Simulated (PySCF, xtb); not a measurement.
AlF₂GeH₃, SMILES [F][Al]([F])[GeH3].

GFN2-xTB (xtb) at its own geometry gives an orbital gap of 4.64 eV and a dipole moment of 2.17 D.

Geometry optimised at PBE0-D3(BJ)/def2-SVP.

Problem. What does ωB97X/def2-TZVP (PySCF) give? (Estimate from the structure and the level; the computed values follow.)

Solution. gap 11.49 eV (levels -10.96 and 0.52 eV), dipole 1.83 D.
